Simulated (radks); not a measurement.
Results of a calculation; reference values are marked as such.
The nuclear charge of the niobium ion Nb+ is varied continuously with 40 electrons held in [Kr] 4d4. Level of theory: scalar-relativistic Kohn-Sham, PBE, spin-polarised, spherical densities, finite nucleus; open shells are filled with parallel spins first (spin-orbit coupling, left out, can overturn this in heavy ions); Fermi nuclear charge, rms radius 4.324 fm (a radial shooting solver on a logarithmic mesh with Libxc functionals). By the Hellmann-Feynman theorem dE/dZ = E(electron-nucleus)/Z, the electronic potential at the nucleus (averaged over a nucleus of fixed radius). The scalar-relativistic energy here is not variational (the density holds large components alone), so the two differ by a part that grows with Z.

[
 {"Z": "40.5", "E (hartree)": "-3707.99645", "E(electron-nucleus)/Z (hartree)": "-220.495", "HOMO": "4d", "e(HOMO) (eV)": "-5.508", "<r> HOMO (bohr)": "2.286"},
 {"Z": "40.6", "E (hartree)": "-3730.13024", "E(electron-nucleus)/Z (hartree)": "-221.240", "HOMO": "4d", "e(HOMO) (eV)": "-6.359", "<r> HOMO (bohr)": "2.227"},
 {"Z": "40.7", "E (hartree)": "-3752.33895", "E(electron-nucleus)/Z (hartree)": "-221.985", "HOMO": "4d", "e(HOMO) (eV)": "-7.250", "<r> HOMO (bohr)": "2.172"},
 {"Z": "40.8", "E (hartree)": "-3774.62251", "E(electron-nucleus)/Z (hartree)": "-222.729", "HOMO": "4d", "e(HOMO) (eV)": "-8.180", "<r> HOMO (bohr)": "2.122"},
 {"Z": "40.9", "E (hartree)": "-3796.98089", "E(electron-nucleus)/Z (hartree)": "-223.473", "HOMO": "4d", "e(HOMO) (eV)": "-9.147", "<r> HOMO (bohr)": "2.075"},
 {"Z": "41", "E (hartree)": "-3819.41404", "E(electron-nucleus)/Z (hartree)": "-224.216", "HOMO": "4d", "e(HOMO) (eV)": "-10.150", "<r> HOMO (bohr)": "2.032"},
 {"Z": "41.1", "E (hartree)": "-3841.92192", "E(electron-nucleus)/Z (hartree)": "-224.959", "HOMO": "4d", "e(HOMO) (eV)": "-11.188", "<r> HOMO (bohr)": "1.991"},
 {"Z": "41.2", "E (hartree)": "-3864.50452", "E(electron-nucleus)/Z (hartree)": "-225.701", "HOMO": "4d", "e(HOMO) (eV)": "-12.259", "<r> HOMO (bohr)": "1.953"},
 {"Z": "41.3", "E (hartree)": "-3887.16179", "E(electron-nucleus)/Z (hartree)": "-226.444", "HOMO": "4d", "e(HOMO) (eV)": "-13.363", "<r> HOMO (bohr)": "1.917"},
 {"Z": "41.4", "E (hartree)": "-3909.89372", "E(electron-nucleus)/Z (hartree)": "-227.186", "HOMO": "4d", "e(HOMO) (eV)": "-14.499", "<r> HOMO (bohr)": "1.883"},
 {"Z": "41.5", "E (hartree)": "-3932.70030", "E(electron-nucleus)/Z (hartree)": "-227.928", "HOMO": "4d", "e(HOMO) (eV)": "-15.665", "<r> HOMO (bohr)": "1.851"},
 {"Z": "41.6", "E (hartree)": "-3955.58150", "E(electron-nucleus)/Z (hartree)": "-228.670", "HOMO": "4d", "e(HOMO) (eV)": "-16.862", "<r> HOMO (bohr)": "1.820"},
 {"Z": "41.7", "E (hartree)": "-3978.53731", "E(electron-nucleus)/Z (hartree)": "-229.411", "HOMO": "4d", "e(HOMO) (eV)": "-18.088", "<r> HOMO (bohr)": "1.792"},
 {"Z": "41.8", "E (hartree)": "-4001.56773", "E(electron-nucleus)/Z (hartree)": "-230.153", "HOMO": "4d", "e(HOMO) (eV)": "-19.343", "<r> HOMO (bohr)": "1.764"},
 {"Z": "41.9", "E (hartree)": "-4024.67274", "E(electron-nucleus)/Z (hartree)": "-230.894", "HOMO": "4d", "e(HOMO) (eV)": "-20.625", "<r> HOMO (bohr)": "1.738"},
 {"Z": "42", "E (hartree)": "-4047.85236", "E(electron-nucleus)/Z (hartree)": "-231.635", "HOMO": "4d", "e(HOMO) (eV)": "-21.936", "<r> HOMO (bohr)": "1.713"}
]

The central difference of E at Z = 41 is -224.705 hartree, to compare with the third column; the second derivative is -7.47 hartree.
